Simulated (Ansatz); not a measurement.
A series at Ta: from `[O]=[Ta]([F])([F])[F]`, ligands are replaced one by one, each step taking up H₂O and setting free H–F; n counts the steps. Ansatz, PBE0-D4/def2-TZVP geometries. Each molecule was computed in one conformer, which needn't be the lowest.

```json
{"n": "0", "molecule": "`[O]=[Ta]([F])([F])[F]`", "HOMO energy, ωB97M-V/def2-TZVPP (eV)": "?"}
{"n": "1", "molecule": "`[O]=[Ta]([OH])([F])[F]`", "HOMO energy, ωB97M-V/def2-TZVPP (eV)": "-12.25"}
{"n": "2", "molecule": "`[O]=[Ta]([OH])([OH])[F]`", "HOMO energy, ωB97M-V/def2-TZVPP (eV)": "-11.94"}
{"n": "3", "molecule": "`[O]=[Ta]([OH])([OH])[OH]`", "HOMO energy, ωB97M-V/def2-TZVPP (eV)": "-10.94"}
```

By hand: fit a straight line y = ȳ + b (n − n̄) to the 3 given rows and predict n = 0.

n̄ = 2.000, ȳ = -11.710; Σ(n − n̄)(y − ȳ) = 1.310, Σ(n − n̄)² = 2.000, so b = 0.655 eV a step. Prediction: -11.710 + (0.655) × (-2.000) = -13.02 eV.

By hand: compare with the computed value, -12.67 eV, and give the steps along the whole series.

The line misses by 0.35 eV (computed minus predicted). Steps: 0.42, 0.31, 1.00 eV.

The steps differ by up to 0.69 eV without a steady trend. The highest orbital can change its character along such a series. The miss is 20.2 % of the series' range.
